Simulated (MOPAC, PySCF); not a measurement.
[Zn(SH)2], neutral singlet in the gas phase. 

Cartesian coordinates (Å):
```xyz
5

Zn    -0.0430     0.0088     0.1029
S     -1.4361     1.4850    -0.6974
H     -2.3831     1.1796     0.2286
S      1.3532    -1.4746     0.8845
H      1.9277    -0.5761     1.7271
```
Charge 0, multiplicity 1.

All levels are single points at this geometry (TPSS-D3(BJ)/def2-SVP); Pople sets use spherical d functions. Orbital energies aren't observables, and empty levels follow the basis.

```
level                                   HOMO (eV)  LUMO (eV)  gap (eV)  dipole (D)  vertical IE, Delta-SCF (eV)
--------------------------------------  ---------  ---------  --------  ----------  ---------------------------
PBE-D3(BJ)/def2-TZVP in PySCF               -6.31      -1.90      4.41        0.96                            –
TPSSh-D3(BJ)/def2-TZVP in PySCF             -6.86      -1.40      5.46        0.97                            –
B3LYP/3-21G in PySCF                        -7.32      -1.45      5.88        1.53                            –
BP86/6-31G* (LANL2DZ on Zn) in PySCF        -6.38      -2.17      4.20        1.24                            –
M06-2X/6-31G* (LANL2DZ on Zn) in PySCF      -8.63      -0.71      7.92        1.26                            –
PBE/6-31G* (LANL2DZ on Zn) in PySCF         -6.27      -2.06      4.21        1.26                            –
HF/6-31G* (LANL2DZ on Zn) in PySCF         -10.27       1.55     11.81        1.26                         8.79
HF/STO-3G in PySCF                          -3.29       5.37      8.66        0.56                            –
PM6 in MOPAC                                -9.48      -0.80      8.68        1.18                            –
```
